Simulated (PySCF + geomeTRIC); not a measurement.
Species: Br3Ga, SMILES `[Br][Ga]([Br])[Br]` (charge 0, multiplicity 1).

Give a relaxed geometry from PySCF + geomeTRIC with B3LYP-D3(BJ)/def2-TZVP.

the end point of this relaxation (outside a Z-matrix the atoms follow the SMILES, hydrogens last).
Cartesian coordinates (Å) in one orientation:
```xyz
4

Br     2.106    -0.868    -0.068
Ga     0.000     0.000     0.000
Br    -1.803    -1.391     0.052
Br    -0.301     2.259     0.017
```
